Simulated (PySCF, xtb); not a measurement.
C2H8O2Si, SMILES C[Si@H](O)CO.

The structure is a stationary point at ωB97X-D3(BJ)/def2-SVP. The structure was generated by enumeration; whether it is a known compound was not checked. One conformer was computed; it need not be the lowest.

These are C-PCM-ωB97X/def2-SVP (PySCF) values and carry that method's errors.

The values are the electrostatic part of the solvation free energy, E(continuum) − E(gas) at the gas-phase geometry, in a cavity of scaled van der Waals radii (PySCF's table); cavitation and dispersion terms are not included. In vacuum the orbital gap is 12.68 eV. The dipole moment in vacuum is 2.74 D.

Computed values in water (ε = 78.36), ethylethanoate (ε = 5.99), dimethylsulfoxide (ε = 46.83):
| solvent | ε | ΔG(elec) (kcal/mol) | dipole (D) | gap (eV) |
|---|---|---|---|---|
| water | 78.36 | -6.8 | 3.30 | 13.15 |
| ethylethanoate | 5.99 | -5.7 | 3.20 | 13.07 |
| dimethylsulfoxide | 46.83 | -6.8 | 3.29 | 13.14 |

For comparison, GFN2-xTB/ALPB(water) (xtb, at the GFN2-xTB geometry, all terms of that model) gives -8.2 kcal/mol.
